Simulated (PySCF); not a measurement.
Group charges in `C=[CH][AlH2-][AsH3+]`

Species: C2H8AlAs.
Atom-mapped SMILES: `[CH2:1]=[CH:2][AlH2-:3][AsH3+:4]` (hydrogens: H5, H6 on C1; H7 on C2; H8, H9 on Al3; H10, H11, H12 on As4)

Cartesian coordinates in Å at the PBE0-D3(BJ)/def2-SVP level; atoms count from 1:
```
atom  x, y, z in Å
C1     1.940   -0.843   -0.455
C2     1.340   -0.293    0.614
Al3    0.261    1.352    0.484
As4   -1.954   -0.018    0.053
H5     2.541   -1.761   -0.399
H6     1.868   -0.392   -1.454
H7     1.482   -0.822    1.569
H8     0.300    2.122   -0.920
H9    -0.188    2.118    1.815
H10   -1.924   -0.916   -1.161
H11   -3.350    0.535   -0.148
H12   -2.314   -1.083    1.064
```

Atomic charges (e) from the PBE0/pcSseg-1 density (PySCF):

```json
{"atom": "C1", "Mulliken": "-0.1884", "IAO": "-0.2736", "Hirshfeld": "-0.0983", "ESP-fitted": "-0.3163"}
{"atom": "C2", "Mulliken": "-0.5372", "IAO": "-0.4856", "Hirshfeld": "-0.2086", "ESP-fitted": "-0.3298"}
{"atom": "Al3", "Mulliken": "+0.7830", "IAO": "+0.4721", "Hirshfeld": "+0.3062", "ESP-fitted": "+0.6580"}
{"atom": "As4", "Mulliken": "-0.1938", "IAO": "+0.2952", "Hirshfeld": "+0.2625", "ESP-fitted": "+0.0526"}
{"atom": "H5", "Mulliken": "+0.1130", "IAO": "+0.1355", "Hirshfeld": "+0.0374", "ESP-fitted": "+0.1454"}
{"atom": "H6", "Mulliken": "+0.1212", "IAO": "+0.1313", "Hirshfeld": "+0.0362", "ESP-fitted": "+0.1301"}
{"atom": "H7", "Mulliken": "+0.1164", "IAO": "+0.1366", "Hirshfeld": "+0.0262", "ESP-fitted": "+0.1094"}
{"atom": "H8", "Mulliken": "-0.2478", "IAO": "-0.2085", "Hirshfeld": "-0.1871", "ESP-fitted": "-0.2877"}
{"atom": "H9", "Mulliken": "-0.2428", "IAO": "-0.2061", "Hirshfeld": "-0.1893", "ESP-fitted": "-0.3064"}
{"atom": "H10", "Mulliken": "+0.0950", "IAO": "+0.0040", "Hirshfeld": "+0.0065", "ESP-fitted": "+0.0495"}
{"atom": "H11", "Mulliken": "+0.0887", "IAO": "-0.0029", "Hirshfeld": "+0.0024", "ESP-fitted": "+0.0485"}
{"atom": "H12", "Mulliken": "+0.0929", "IAO": "+0.0020", "Hirshfeld": "+0.0060", "ESP-fitted": "+0.0467"}
```

**Question.** Cut each of the bonds C1–C2, C2–Al3 and As4–Al3 in turn and sum the charges on the side of the atom named first.

**Answer.** In e; the other side holds the opposite charge:

```
bond cut  piece  atoms  Mulliken     IAO  Hirshfeld  ESP-fitted
   C1–C2    CH2      3    +0.046  -0.007     -0.025      -0.041
  C2–Al3   C2H3      5    -0.375  -0.356     -0.207      -0.261
 As4–Al3   AsH3      4    +0.083  +0.298     +0.277      +0.197
```

Extremes among these pieces. Mulliken: lowest C2H3 at C2, highest AsH3 at As4; IAO: lowest C2H3 at C2, highest AsH3 at As4; Hirshfeld: lowest C2H3 at C2, highest AsH3 at As4; ESP-fitted: lowest C2H3 at C2, highest AsH3 at As4.

**Question.** Do the schemes agree better on the pieces than on the single atoms at the cuts?

**Answer.** The spread between schemes averages 0.157 e for the pieces and 0.345 e for the atoms named first; it is smaller for the piece at 3 of the 3 cuts. On average they agree better on the pieces. The sign differs between schemes (beyond ±0.03 e) for CH2 at C1.

Isolated species at its PBE0-D3(BJ)/def2-SVP geometry (one conformer only). The calculation is non-relativistic, for arsenic too.

The run behind these numbers computed NMR shieldings as well. The run took 12 s on an Arm Neoverse V1 with one thread (shared host).
